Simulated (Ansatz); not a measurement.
`[AsH2][InH2]` + `S[S][GeH3]` → `[GeH3][S]S[AsH2]` + `[InH3]` at 500 K and 1 bar (cleavage of the As–In bond).

Calculated with Ansatz (gas phase, PBE0-D4/def2-TZVP geometries, no zero-point term in ΔE). CCSD(T)/CBS adds triple-zeta CCSD(T) − MP2 to the extrapolated MP2 energy (def2 sets, frozen cores). Elements past krypton have def2 core potentials. For As, Ge, In outer-core shells are correlated without core-valence functions, which leaves a few kJ/mol of doubt a bond. Scalar relativity is left out up to krypton. One conformer a species, not always the lowest.

| species | CCSD(T)/CBS energy (Eh) | H − E (kJ/mol) | S (J/(mol·K)) |
| --- | --- | --- | --- |
| `[AsH2][InH2]` | -2427.20683 | 104.5 | 359.7 |
| `S[S][GeH3]` | -2874.07545 | 128.3 | 378.8 |
| `[GeH3][S]S[AsH2]` | -5109.69255 | 162.8 | 464.0 |
| `[InH3]` | -191.56739 | 65.2 | 255.5 |

H − E and S are ideal-gas, rigid-rotor, harmonic terms from PBE0-D4/def2-TZVP, for one conformer and one mirror image of each species. 1 Eh = 2625.50 kJ/mol, R = 8.31446 J/(mol·K).

Q: By hand: ΔE, ΔH, ΔS and ΔG.

A: ΔE = (-5109.69255) + (-191.56739) − (-2427.20683) − (-2874.07545) = 0.02234 Eh = 58.7 kJ/mol. Δ(H − E) = 162.8 + 65.2 − 104.5 − 128.3 = -4.8, so ΔH = 53.9 kJ/mol. ΔS = 464.0 + 255.5 − 359.7 − 378.8 = -19.0 J/(mol·K). ΔG = 53.9 − 500 × (-19.0)/1000 = 63.4 kJ/mol.

Q: By hand: the equilibrium constant, and the temperature at which ΔG would vanish if ΔH and ΔS stayed fixed.

A: log₁₀ K = −ΔG/(RT ln 10) = -6.6. ΔH and −TΔS have one sign here, so there is no such temperature.

ΔH outweighs TΔS. A doubt of 5 kJ/mol in ΔE shifts log₁₀ K by 0.5 here. Other conformers and mirror images would add mixing entropy, several J/(mol·K) or more a flexible species. Modes under 60 cm⁻¹, often nearly free rotors, make the harmonic entropy too high. These are equilibria of isolated gas molecules and say nothing of rates. Largest T1 diagnostic: 0.014 (customary marks: 0.02 for closed shells, 0.045 for open ones).
